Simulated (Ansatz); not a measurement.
Molecule: CH3Mg (charge 0, doublet). It need not be the lowest isomer of its formula. 
Geometry from a B3LYP-D3(BJ)/def2-TZVP (Ansatz, an electronic-structure program) optimisation:
```
C
H 1 1.0928
H 1 1.0928 2 108.77
H 1 1.0928 2 108.77 3 -118.32
Mg 1 2.1296 2 110.16 3 120.84
```
Charge 0, spin multiplicity 2.

Quantity: atomisation energy (electronic, to ground-state atoms), in kJ/mol. Cores are frozen in the correlated levels unless marked. UHF or UKS for open shells. Spin-orbit coupling is left out. Non-relativistic. The coupled-cluster limit lacks core correlation, which all-electron functionals hold. CBS marks a two-point X^-3 extrapolation of the correlation energy; Hartree-Fock from the larger set.

| level | program | atomisation energy (kJ/mol) |
|---|---|---|
| HF/def2-QZVPP | Ansatz | 1071.4 |

Estimate the value at CCSD(T)/CBS(def2-TZVPPD,def2-QZVPPD) as computed with Ansatz.

1396.8 kJ/mol, so HF/def2-QZVPP differs from it by -325.4 kJ/mol.
